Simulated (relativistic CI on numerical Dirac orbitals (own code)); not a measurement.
# Sensitivity of the levels of Hg²³⁺ to α and to the nuclear radius

These numbers are calculated, not measured: Dirac-Coulomb-Breit CI, separate exchange-only KLI orbitals for each configuration, derivatives by finite differences, unscaled Slater integrals, QED left out (own radial code, finite nucleus).

Configuration list (outside the closed core [Ar] 3d10): 4s2 4p6 4d10 4f11, 4s2 4p6 4d10 4f10 5s, 4s2 4p6 4d10 4f9 5s2, 4s2 4p6 4d9 4f12, 4s2 4p6 4d8 4f13, 4s2 4p5 4d10 4f12, 4s 4p6 4d10 4f12, 4s2 4p4 4d10 4f13. Levels of other configurations are missing.

With x = (α/α₀)² − 1 an excitation energy changes as ω = ω₀ + qx; K = 2q/ω₀ is the relative enhancement. Terms are leading LS components, so labels can repeat. The field-shift factor is F = δν/δ⟨r²⟩ for the transition from the lowest level.

Lowest level 4s2 4p6 4d10 4f11 4I°_15/2.

| Level | ω₀ (cm⁻¹) | q (cm⁻¹) | F (GHz/fm²) |
| --- | --- | --- | --- |
| 4s2 4p6 4d10 4f11 2G°_9/2 | 27618.6 | -2635 | 0.236 |
| 4s2 4p6 4d10 4f11 4I°_13/2 | 30539.5 | 30680 | 1.95 |
| 4s2 4p6 4d10 4f11 2H°_11/2 | 31263.8 | 7251 | 0.779 |
| 4s2 4p6 4d10 4f11 2P°_3/2 | 41515.3 | -965.3 | 0.522 |
| 4s2 4p6 4d10 4f11 4I°_9/2 | 52128.0 | 33730 | 2.39 |
| 4s2 4p6 4d10 4f11 4I°_11/2 | 59063.0 | 34260 | 2.53 |
| 4s2 4p6 4d10 4f11 4F°_5/2 | 61795.9 | 14360 | 1.56 |
| 4s2 4p6 4d10 4f11 4F°_7/2 | 62474.4 | 29430 | 2.33 |
| 4s2 4p6 4d10 4f11 4S°_3/2 | 66070.1 | 30260 | 2.41 |
| 4s2 4p6 4d10 4f11 2K°_15/2 | 74082.3 | 25490 | 2.3 |
| 4s2 4p6 4d10 4f11 2G°_7/2 | 75374.3 | 17600 | 1.97 |
| 4s2 4p6 4d10 4f11 4G°_9/2 | 75892.0 | 35510 | 2.82 |
| 4s2 4p6 4d10 4f11 2H°_11/2 | 81184.8 | 48230 | 3.53 |
| 4s2 4p6 4d10 4f11 2P°_1/2 | 88271.4 | 30860 | 2.74 |
| 4s2 4p6 4d10 4f11 4G°_9/2 | 88614.3 | 57420 | 4.09 |
| 4s2 4p6 4d10 4f11 2D°_5/2 | 91287.9 | 17730 | 2.15 |
| 4s2 4p6 4d10 4f11 2K°_13/2 | 92756.2 | 34250 | 2.99 |
| 4s2 4p6 4d10 4f11 4F°_3/2 | 94523.2 | 44510 | 3.52 |
| 4s2 4p6 4d10 4f11 4G°_5/2 | 99114.2 | 38790 | 3.33 |
| 4s2 4p6 4d10 4f11 4D°_7/2 | 103718.3 | 31080 | 3.01 |
| 4s2 4p6 4d10 4f11 2I°_11/2 | 105411.7 | 25480 | 2.73 |
| 4s2 4p6 4d10 4f11 4G°_7/2 | 109318.5 | 55120 | 4.26 |
| 4s2 4p6 4d10 4f11 2L°_17/2 | 109328.6 | 26260 | 2.83 |

At this charge energies of transitions that change n are usually good to better than 1 %, and those within a shell (Δn = 0) to a few per cent. Terms inside the open d or f shell come out 10 to 20 % too wide with unscaled integrals.

**Question.** Which transition from the lowest level has the largest |K|?

**Answer.** 4s2 4p6 4d10 4f11 4I°_13/2 at 30539.5 cm⁻¹, K = 2.01.
